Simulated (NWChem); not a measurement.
Molecule: thionyl fluoride (SOF$_{2}$); SMILES O=S(F)F

```xyz
4

O      0.0060    -1.3711    -0.3899
S      0.0008    -0.1728     0.4034
F      1.1656     0.7801    -0.1864
F     -1.1723     0.7699    -0.1864
```
Atoms are numbered in this order, from 1.

Computed with NWChem. Structure relaxed at the PBE0/def2-SVP level. B3LYP is NWChem's, with the RPA form of VWN correlation. GIAO values for the isolated, static molecule; σ is the absolute isotropic shielding, δ = σ(reference) − σ with the isolated reference molecule computed at the same levels (19F: trichlorofluoromethane, 17O: water).

```
level           δ O1 (ppm)  σ S2 (ppm)  δ F3 (ppm)  relative time
--------------  ----------  ----------  ----------  -------------
KT2/pcSseg-1         358.8       -35.0        69.3              1
B3LYP/IGLO-III       348.0       -91.5        98.6             10
PBE/pcSseg-1         367.9       -83.1        79.7              1
```

Times are rough ratios from one shared machine.
